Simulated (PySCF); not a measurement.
Tc+: ionisation energy

Tc+ [Kr] 4d5 5s1 (7S) → Tc(2+) [Kr] 4d5 (6S), as a difference of total energies. All numbers are calculated (PySCF 2.14, a scalar-relativistic core potential, in aug-cc-pVDZ-PP with ECP28MDF (5s5p4d2f, 54 functions)). Correlated levels: valence: 4s2 4p6 frozen. The calculations carry no spin-orbit coupling.

```
           method  ionisation energy (eV)  difference from reference (eV)
              UHF                  14.215                          -1.045
              LDA                  15.910                          +0.650
              PBE                  15.624                          +0.364
             PBE0                  15.339                          +0.079
           r2SCAN                  15.582                          +0.322
            HSE06                  15.365                          +0.105
           B2PLYP                  14.984                          -0.276
             BLYP                  15.434                          +0.174
           M06-2X                  15.037                          -0.223
    MP2 (valence)                  14.736                          -0.524
SCS-MP2 (valence)                  14.389                          -0.871
```

Reference: 15.26 eV (semi-empirical (NIST evaluation); NIST Atomic Spectra Database, ionization energies).

Errors of the correlated levels include the incompleteness of this basis and the frozen core.
